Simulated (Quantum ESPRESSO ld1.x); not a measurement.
Values are calculated unless marked as measured or tabulated.
Problem. Dy, 66 electrons, occupied as [Xe] 4f10 6s1 5d1 (not the ground configuration). Level of theory: scalar-relativistic Kohn-Sham, LDA (Slater exchange, Perdew-Wang correlation), spin-polarised, spherical densities, point nucleus; open shells are filled with parallel spins first (ld1.x of Quantum ESPRESSO 7.5). Some entries of the table are withheld. Estimate them.

orbital  occ.  eigenvalue (eV)  <1/r> (bohr^-1)  <r> (bohr)
1s up       1         -53612.2            74.52     0.02113
1s down     1         -53612.2            74.52     0.02113
2s up       1         -8927.74            17.32     0.08983
2s down     1         -8927.66            17.32     0.08982
2p up       3         -7924.49            16.09     0.07948
2p down     3         -7924.43            16.09     0.07948
3s up       1         -1986.48            6.368      0.2348
3s down     1         -1984.87            6.371      0.2347
3p up       3         -1678.52            5.970      0.2336
3p down     3         -1676.92            5.974      0.2335
3d up       5         -1281.59            5.665      0.2123
3d down     5         -1280.34            5.668      0.2121
4s up       1         -392.843            2.690      0.5302
4s down     1         -389.446            2.690      0.5302
4p up       3         -291.389            2.467      0.5619
4p down     3         -288.037            2.466      0.5620
4d up       5         -153.229            2.175      0.6097
4d down     5         -149.947            2.173      0.6104
5s up       1         -48.7600            1.023       1.298
5s down     1         -46.9241            1.015       1.307
5p up       3              (1)           0.8453         (2)
5p down     3              (3)           0.8371         (4)
6s up       1          -3.9889              (5)       4.090
4f up       7          -3.5180            1.563      0.8717
6s down     0          -2.9217              (6)       4.339
5d up       1          -1.2572           0.3833       3.633
4f down     3          -0.6404            1.528      0.9183
5d down     0          -0.2752           0.3236       4.757

Solution. 
(1) 5p up eigenvalue (eV): -25.0947
(2) 5p up <r> (bohr): 1.550
(3) 5p down eigenvalue (eV): -23.5850
(4) 5p down <r> (bohr): 1.561
(5) 6s up <1/r> (bohr^-1): 0.3062
(6) 6s down <1/r> (bohr^-1): 0.2913
